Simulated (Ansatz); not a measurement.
Species: GaF$_{2}$ (charge 0, doublet). It need not be the lowest isomer of its formula. 
Structure (B3LYP-D3(BJ)/def2-TZVP (Ansatz, an electronic-structure program) minimum search):
```xyz
3

Ga     0.3037     0.1198     0.0904
F     -0.6807     0.9328    -1.1359
F     -0.3656    -1.3455     0.8244
```
Charge 0, spin multiplicity 2.

Property: vertical electron affinity (to the singlet state of charge -1; a negative value means that the extra electron is unbound and the number depends on the basis; each state is the SCF solution reached for its spin; for the singlet the Hartree-Fock reference is unstable and T1 is 0.017), in eV. Cores are frozen in the correlated levels unless marked. Open shells are spin-unrestricted. No spin-orbit coupling. The frozen core is the preceding noble-gas configuration, with the filled d and f shells of earlier blocks. Non-relativistic. Anions need diffuse functions: aug- sets have them; def2-D sets add few. CBS marks a two-point X^-3 extrapolation of the correlation energy; Hartree-Fock from the larger set. The bracket is a focal-point correction in the basis named.

| level | program | vertical electron affinity (eV) |
|---|---|---|
| PBE/def2-TZVPD | Ansatz | 2.35 |
| r2SCAN/def2-TZVPD | Ansatz | 2.27 |
| BHLYP/def2-TZVPD | Ansatz | 2.34 |
| wB97X-V/def2-TZVPD | Ansatz | 2.36 |
| RI-MP2/CBS(aug-cc-pVTZ,aug-cc-pVQZ) | Ansatz | 2.13 |
| CCSD/aug-cc-pVTZ | Ansatz | 2.20 |
| RI-MP2/CBS(aug-cc-pVTZ,aug-cc-pVQZ)+[CCSD(T)-MP2]/aug-cc-pVTZ | Ansatz | 2.31 |
